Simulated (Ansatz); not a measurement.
C3H9O (SMILES CC[OH+]C), charge +1, singlet, geometry from GFN2-xTB; Ansatz (an electronic-structure program) with HF/6-31G.

Input for Ansatz:
Ansatz 0.2 input:
```yaml
crystal:
  periodic: [false, false, false]
  atoms:
    - {symbol: O, position_ang: [0.05586026, -0.68329506, 0.10783272]}
    - {symbol: C, position_ang: [-0.01267142, 0.78735284, 0.04115579]}
    - {symbol: C, position_ang: [1.38355249, -1.24026318, -0.03569941]}
    - {symbol: C, position_ang: [-1.46605047, 1.19333821, -0.02607106]}
    - {symbol: H, position_ang: [0.46194579, 1.14755225, 0.95586541]}
    - {symbol: H, position_ang: [0.54921487, 1.13949274, -0.82841198]}
    - {symbol: H, position_ang: [1.30407869, -2.32340103, 0.04514691]}
    - {symbol: H, position_ang: [1.83952611, -0.96559385, -0.98766160]}
    - {symbol: H, position_ang: [1.99255470, -0.86591714, 0.78630868]}
    - {symbol: H, position_ang: [-1.93476522, 0.85317512, -0.94730704]}
    - {symbol: H, position_ang: [-2.01811662, 0.80424113, 0.82553218]}
    - {symbol: H, position_ang: [-1.53452893, 2.27727882, -0.00067742]}
    - {symbol: H, position_ang: [-0.53577495, -1.04303488, -0.58776898]}
basis:
  gaussian:
    orbitals: 6-31G
hamiltonian:
  xc: hf
total_charge: 1
```

Predict the main parts of the log of this Ansatz run.


```
Functional definition: HF
744 factors; integrals over basis functions are off by at most 2.0e-4 eV
mean field evaluation 1: about -5258.4410 eV, gradient 3.3e1 eV
mean field evaluation 2: about -5258.4383 eV, gradient 3.3e1 eV
mean field evaluation 4: about -5261.1056 eV, gradient 3.4e0 eV
mean field evaluation 8: about -5261.1341 eV, gradient 1.4e-4 eV
mean field -5261.13414327 eV, -193.3431136404 hartree, gradient 9.5e-6 eV, S^2 0.000000; 0 other end points of the search recorded, 0 dependent functions left out
reference -5261.13414327 eV, -193.3431136404 hartree; 17, 17 occupied and 37, 37 virtual orbitals, 744 factors
Total energy: -5261.13414327 eV, -193.3431136404 hartree
```
